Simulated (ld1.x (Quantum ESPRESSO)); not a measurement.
**Transferability test, TM potential for strontium (Sr)**

* Element: strontium
* Generator: ld1.x (Quantum ESPRESSO) 7.5
* Type: norm-conserving Troullier–Martins (Kleinman–Bylander form)
* Functional: PBE
* Relativity: scalar-relativistic
* Frozen core: [Kr]
* Valence charge: 2
* Reference configuration: 4d0 5s1.5 5p0.5
* Partial waves: 5s (bound): rc 3.55 bohr; 5p (bound): rc 3.55 bohr; 4f channel at 0.45 Ry: rc 2.75 bohr; 4d (bound, empty): rc 2.20 bohr
* Local potential: the d channel
* Core correction: none

Energies are relative to the spin-unpolarised reference configuration 4d0 5s1.5 5p0.5; without spin polarisation the order of configurations can differ from experiment.

```csv
valence configuration,charge,ΔE all-electron (eV),error AE − PS (meV)
4d0 5s1 5p0,+1,4.750,-3.5
4d0 5s1.5 5p0,+0.5,1.204,-2.2
4d0 5s1 5p1,0,1.164,+4.3
4d0 5s0 5p1,+1,7.687,+94
4d1 5s0 5p0,+1,6.514,+599
4d0 5s0 5p2,0,3.572,+56
```

What are ΔE and the potential's error for 4d0 5s2 5p0?

ΔE = -1.135 eV all-electron; the error (AE − PS) is +3.5 meV.

Levels in the configuration 4d0 5s1 5p1:

```tsv
level	all-electron (eV)	pseudo (eV)
5s	-4.180	-4.162
5p	-1.825	-1.826
```

Note: ghost states, extra bound levels that the all-electron valence spectrum of the same l lacks: s at -41.2 eV, p at -8.1 eV. A true bound ghost makes a file unfit for plane-wave use.
